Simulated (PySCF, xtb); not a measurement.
C2H4F2OSi, SMILES O=C[Si@@H](F)CF.

GFN2-xTB (xtb) at its own geometry gives an orbital gap of 2.42 eV and a dipole moment of 1.09 D.

Geometry: B3LYP-D3(BJ)/def2-SVP. The structure was generated by enumeration; whether it is a known compound was not checked. Other conformers were not sampled.

Problem. What does B3LYP/def2-TZVP (PySCF) give? (Estimate from the structure and the level; the computed values follow.)

Solution. gap 4.85 eV (levels -7.32 and -2.47 eV), dipole 1.07 D.
